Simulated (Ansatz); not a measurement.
Reaction (redistribution): `C[SiH](Cl)[SiH2]O` + `C[O][Al]([F])[O]C` → `C[SiH](F)[SiH2]O` + `C[O][Al]([Cl])[O]C`

Program: Ansatz. Geometries: PBE0-D4/def2-TZVP. ΔE: electronic, gas phase. CBS: MP2 limit from def2 TZ/QZ plus the TZ coupled-cluster correction, frozen cores. Functionals use def2-TZVPP. B3LYP here is the variant with VWN-RPA as its local correlation; programs differ in this. Each species was taken in one conformer, which may not be the lowest.

| level | ΔE (kJ/mol) | difference from CCSD(T)/CBS |
| --- | --- | --- |
| PBE0-D4 | -11.5 | 0.8 |
| B3LYP-D4 | -13.0 | -0.7 |
| ωB97M-V | -14.5 | -2.2 |
| B2PLYP | -15.6 | -3.3 |
| r2SCAN | -15.4 | -3.1 |
| PBE0 | -13.9 | -1.6 |
| B3LYP | -17.6 | -5.3 |
| HF/def2-TZVPP | -25.8 | -13.5 |
| MP2/def2-TZVPP | -10.8 | 1.5 |
| SCS-MP2/def2-TZVPP | -13.8 | -1.5 |
| CCSD/def2-TZVPP | -15.7 | -3.4 |
| CCSD(T)/def2-TZVPP | -14.4 | -2.1 |
| SCS-MP2/def2-QZVPP | -12.5 | -0.2 |
| HF/CBS(def2) | -24.8 | -12.5 |
| MP2/CBS(def2) | -8.8 | 3.5 |
| CCSD/CBS(def2) | -13.7 | -1.4 |
| CCSD(T)/CBS | -12.3 | 0 |

Largest T1 diagnostic among the species: 0.012.

In def2-TZVPP, CCSD(T) changes the Hartree–Fock value by +11.4 kJ/mol (the triples alone add +1.4 kJ/mol) and MP2 by +15.0 kJ/mol. The D4 term adds +4.5 kJ/mol with B3LYP and +2.4 kJ/mol with PBE0; it sums over pairs of atoms, weighted by their polarisabilities, and B3LYP, whose exchange is more repulsive, gets the larger term.
